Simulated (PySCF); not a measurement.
## Frontier orbitals and the lowest excitations

Compound: C6H7N.
Geometry (PBE0-D3(BJ)/def2-SVP, Å), atoms numbered from 1 in this order:
```xyz
14
C6H7N angstrom
N      3.3301    0.5384   -1.4997
C      2.5371    0.1232   -0.7606
C      1.5612   -0.3860    0.1428
C      0.2688   -0.0432    0.0424
C     -0.4948    0.8587   -0.8911
C     -1.7897    0.5105   -0.1144
C     -0.9664   -0.4054    0.8267
H      1.9062   -1.0723    0.9219
H     -0.1792    1.9137   -0.8533
H     -0.4674    0.5445   -1.9468
H     -2.5486   -0.0154   -0.7095
H     -2.2699    1.3641    0.3829
H     -1.2266   -1.4757    0.7963
H     -0.9362   -0.0978    1.8845
```

Method: TDDFT CAM-B3LYP/def2-SVPD, vertical, gas phase, core orbitals frozen in the response (PySCF 2.14.0, density-fitted response routines).

Frontier orbitals with the atoms that hold most of them (Löwdin shares over 4%, at most four atoms; ? is withheld):

| orbital | ε (eV) | atoms |
| --- | --- | --- |
| LUMO+2 | 1.50 | C6 15%, H8 13%, C3 12%, H12 10% |
| LUMO+1 | 1.11 | C7 16%, C6 12%, C3 10%, C5 9% |
| LUMO | -0.26 | ? |
| HOMO | -8.87 | C3 27%, C4 22%, N1 18%, C2 12% |
| HOMO-1 | -10.77 | ? |
| HOMO-2 | -11.03 | C5 21%, C7 21%, C4 13%, C6 13% |
| HOMO-3 | -11.57 | N1 20%, C2 19%, C6 16%, H11 8% |

(1) Which atoms hold the HOMO-1, and with what shares?

(2) Give the leading atoms of the LUMO.

(3) The HOMO–LUMO gap is 8.61 eV. Where does the response calculation put the lowest singlet, and from which orbitals?

(4) One configuration dominates each of S1, S2 and S4. Which, and how do the shares of the two leading atoms of either orbital change from the occupied to the empty one?

Answers

(1) N1 (bonded to C) 38%; C2 (bonded to C and N) 28%; C3 (bonded to 2 C and H) 8%; C4 (bonded to 3 C) 6%. By element: carbon 42% or more, nitrogen 38%.

(2) C4 (bonded to 3 C) 29%; C3 (bonded to 2 C and H) 18%; N1 (bonded to C) 13%; C2 (bonded to C and N) 12%. By element: carbon 59% or more, nitrogen 13%.

(3) S1 is at 5.94 eV (f = 0.430), 2.68 eV below the gap, made of HOMO→LUMO (94%). Without the coupling terms of the response equations the lowest excitation would equal the gap.

(4) 
- S1 (5.94 eV, f 0.430), HOMO→LUMO (94%): C3 27% → 18%, C4 22% → 29%
- S2 (6.50 eV, f 0.0003), HOMO-1→LUMO (73%): N1 38% → 13%, C2 28% → 12%, C4 6% → 29%, C3 8% → 18%
- S4 (6.99 eV, f 0.0007), HOMO-2→LUMO (86%): C5 21% → at most 12%, C7 21% → at most 12%, C4 13% → 29%, C3 at most 13% → 18%
